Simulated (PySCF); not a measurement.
## SiW at ROHF-CCSD

Level: ROHF-CCSD. basis Si def2-TZVPPD, W def2-TZVPPD with ECP60; scalar-relativistic core potentials; PySCF 2.14.

```
state                          : quintet, unpaired electrons σ ↑, π ↑, δ ↑↑
bond length                    : 2.314 Å
harmonic wavenumber            : 412 cm⁻¹
force constant                 : 2.43 mdyn/Å
rotational constant Be         : 0.1296 cm⁻¹
anharmonicity ωexe             : 1.82 cm⁻¹
vibration–rotation constant αe : 0.000623 cm⁻¹
```

Correlated steps freeze 5 core orbitals. De is left out where the level can put another filling of the metal’s s and d shells below the measured ground configuration, by anything from nothing to about 1 eV. Spin–orbit coupling is left out, which matters for elements this heavy, above all for dissociation energies. The CCSD T1 diagnostic is raised, a sign that a single reference may not be enough here. The state is the lowest single determinant that the PBE0 search found; with open d or f shells the true ground state can be another one.
